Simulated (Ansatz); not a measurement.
Consider the formal exchange of groups at the Si–S bond: `OBS[SiH3]` + `F[CH]([AlH2])[SiH3]` → `F[CH]([AlH2])[SiH2][SiH3]` + `OBS`.

Program: Ansatz. Geometries: PBE0-D4/def2-TZVP. ΔE: electronic, gas phase. CCSD(T)/CBS is the MP2 limit (def2-TZVPP, def2-QZVPP) plus CCSD(T) − MP2 in def2-TZVPP, frozen cores. DFT in def2-TZVPP. B3LYP here is the variant with VWN-RPA as its local correlation; programs differ in this. Each species was taken in one conformer, which may not be the lowest.

```tsv
level	ΔE (kcal/mol)	difference from CCSD(T)/CBS
PBE-D4	9.0	-2.6
r2SCAN-D4	10.7	-0.9
PBE0-D4	9.7	-1.9
B3LYP-D4	11.0	-0.6
ωB97X-V	10.7	-0.9
ωB97M-V	12.0	0.4
B2PLYP	12.1	0.5
PBE	9.2	-2.4
r2SCAN	10.9	-0.7
PBE0	9.9	-1.7
B3LYP	11.3	-0.3
HF/def2-TZVPP	13.2	1.6
MP2/def2-TZVPP	13.2	1.6
SCS-MP2/def2-TZVPP	13.0	1.4
CCSD/def2-TZVPP	11.0	-0.6
CCSD(T)/def2-TZVPP	11.0	-0.6
HF/def2-QZVPP	13.3	1.7
MP2/def2-QZVPP	13.6	2.0
SCS-MP2/def2-QZVPP	13.4	1.8
HF/CBS(def2)	13.4	1.8
MP2/CBS(def2)	13.8	2.2
CCSD/CBS(def2)	11.6	0.0
CCSD(T)/CBS	11.6	0
```

Largest T1 diagnostic among the species: 0.014.
